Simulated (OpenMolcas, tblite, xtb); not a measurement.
**C3H4AlF (SMILES C#[C][Al]([CH3])[F]): methods side by side**

The species is C3H4AlF (9 atoms), meant as a singlet with charge 0. As SMILES, `C#[C][Al]([CH3])[F]`. Geometry: relaxed at PBE0-D4/def2-TZVP.

Each level gives the HOMO–LUMO gap (eV). The values are calculated.

| level | kind | program | value (eV) | CPU time |
| --- | --- | --- | --- | --- |
| GFN1-xTB | semi-empirical | tblite | 5.43 | under 2 s |
| GFN0-xTB | semi-empirical | xtb | 4.80 | under 2 s |
| HF/cc-pVDZ | Hartree–Fock | OpenMolcas | 12.78 | 19 s |
| SVWN5/cc-pVDZ | LDA | OpenMolcas | 4.97 | 47 s |
| PBE/cc-pVDZ | GGA | OpenMolcas | 5.02 | 63 s |
| M06-L/cc-pVDZ | meta-GGA | OpenMolcas | 5.57 | 61 s |
| B3LYP/cc-pVDZ | global hybrid | OpenMolcas | 6.59 | 59 s |
| BHLYP/cc-pVDZ | global hybrid | OpenMolcas | 8.97 | 50 s |
| B2PLYP/cc-pVDZ | double hybrid | OpenMolcas | 9.19 | 39 s |

The values span 4.80 to 12.78 eV. Orbital gaps aren't excitation energies, and those of double hybrids come from the SCF part alone; they tend to grow with the share of exact exchange. Times are those of the runs behind each value, whatever else they computed, on shared processors of several kinds: orders of magnitude only.
